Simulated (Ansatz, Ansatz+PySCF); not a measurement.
```yaml
atoms:
  - { symbol: C, position_ang: [0.0013, 0.0215, -0.6362] }
  - { symbol: F, position_ang: [0.0176, 0.9786, 0.1847] }
  - { symbol: F, position_ang: [0.0028, -1.0591, 0.1617] }
```

Basis set: def2-SVP (spherical functions). Correlated methods keep 3 orbitals frozen. Charge 0, multiplicity 1.

Computed with Ansatz (development build ahead of 0.2.0); each method stands on the lowest determinant of its kind that the runs found. Restricted open shells among the atoms or ions are ROHF, correlated in semicanonical orbitals with singles. Restricted functionals stand beside restricted open-shell atoms, which can lie above the unrestricted atoms usual in DFT and then raise those values.

Task: Give the atomization energy at this shape (free ground-state atoms in the same class of orbitals less the molecule, no zero-point energy) of singlet CF₂ by ωB97X (restricted), ωB97X (unrestricted), r²SCAN (restricted), r²SCAN (unrestricted), PBE (restricted), PBE (unrestricted), PBE0 (unrestricted), PBE0 (restricted), RHF-CCSD(T), RHF-CCSD, RHF-MP2, UHF-MP2, UHF, RHF.

Result:

```tsv
method	atomization energy
ωB97X (restricted)	11.50 eV
ωB97X (unrestricted)	11.35 eV
r²SCAN (restricted)	11.54 eV
r²SCAN (unrestricted)	11.34 eV
PBE (restricted)	12.34 eV
PBE (unrestricted)	12.24 eV
PBE0 (unrestricted)	11.33 eV
PBE0 (restricted)	11.46 eV
RHF-CCSD(T)	10.46 eV
RHF-CCSD	10.22 eV
RHF-MP2	10.97 eV
UHF-MP2	10.86 eV
UHF	6.85 eV
RHF	7.15 eV
```

Caution for UHF-MP2: another reference gives a lower total. Caution for UHF-MP2, UHF: the determinant breaks the point group; the unrestricted determinant is spin contaminated.
